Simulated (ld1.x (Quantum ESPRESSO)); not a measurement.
## Os: variants of one RRKJ potential

Base potential:

osmium (Os), norm-conserving RRKJ (Kleinman–Bylander form), made with ld1.x (Quantum ESPRESSO) 7.5 (LDA (PZ), fully relativistic). Core [Kr] 4d10 4f14, reference 5s2 5p6 5d6 6s1.5 6p0 (charge +0.5). Waves: 5s (bound): rc 1.75 bohr; 5p (bound): rc 1.85 bohr; 5d (bound): rc 2.25 bohr. Local part: the d channel. Core correction: Bessel-smoothed model core inside 1.70 bohr.

Open shells are filled in proportion to 2j + 1 (rel_dist='average').

Occupied shells without a wave of their own: 6s. They enter only through the test configuration that unscreens the potential, and ld1.x also counts them in the model core charge.

All-electron outer shells of the reference configuration (LDA (PZ), scalar-relativistic, ld1.x):

```tsv
shell	level (eV)	outermost node (bohr)	outermost maximum (bohr)
5s	-95.75	0.51	0.91
4f	-56.21	–	0.40
5p	-54.98	0.55	1.03
5d	-10.30	0.60	1.36
6s	-9.84	1.20	2.42
6p	-4.23	1.43	3.26
```

Cutoffs, loose and tight: the cutoffs (Ry, on a coarse ladder) from which the occupation-weighted sum of valence levels, in a spherical-Bessel basis at the reference potential, stays within 10 and 1 mRy of its value at 400 Ry. They do not see the model core or the augmentation charge, which bear on the density cutoff. Test errors are all-electron minus pseudo excitation energies from the reference, over the configurations 5s2 5p6 5d6 6s2 6p0; 5s2 5p6 5d6 6s1 6p0; 5s2 5p6 5d6 6s0 6p0; 5s2 5p6 5d5 6s2 6p0; 5s2 5p6 5d6 6s1 6p1; 5s2 5p6 5d7 6s1 6p0; 5s2 5p5 5d6 6s2 6p0. A dash means not determined; rows that change the core or the reference have their own tests.

With those shells counted twice in exchange and correlation these files are broken, and their errors move erratically; no question is asked of them.

| change | outcome | cutoff, loose | cutoff, tight | bound ghosts | largest test error (meV) |
| --- | --- | --- | --- | --- | --- |
| base | generated, misses its reference levels by 0.66 eV | 35 Ry | 55 Ry | none | +327 |
| core correction none | generated, misses its reference levels by 0.66 eV | 35 Ry | 55 Ry | none | +564 |
| core correction Bessel-smoothed model core inside 0.78 bohr | generated, misses its reference levels by 0.66 eV | 35 Ry | 55 Ry | none | +323 |
| core correction Bessel-smoothed model core inside 0.96 bohr | generated, misses its reference levels by 0.66 eV | 35 Ry | 55 Ry | none | +324 |
| core correction Bessel-smoothed model core inside 1.22 bohr | generated, misses its reference levels by 0.66 eV | 35 Ry | 55 Ry | none | +324 |
| core correction Bessel-smoothed model core inside 1.44 bohr | generated, misses its reference levels by 0.66 eV | 35 Ry | 55 Ry | none | +325 |
| core correction Bessel-smoothed model core inside 1.62 bohr | generated, misses its reference levels by 0.66 eV | 35 Ry | 55 Ry | none | +327 |
| core correction Bessel-smoothed model core inside 1.82 bohr | generated, misses its reference levels by 0.66 eV | 35 Ry | 55 Ry | none | +327 |
| core correction Bessel-smoothed model core inside 2.02 bohr | generated, misses its reference levels by 0.66 eV | 35 Ry | 55 Ry | none | +328 |
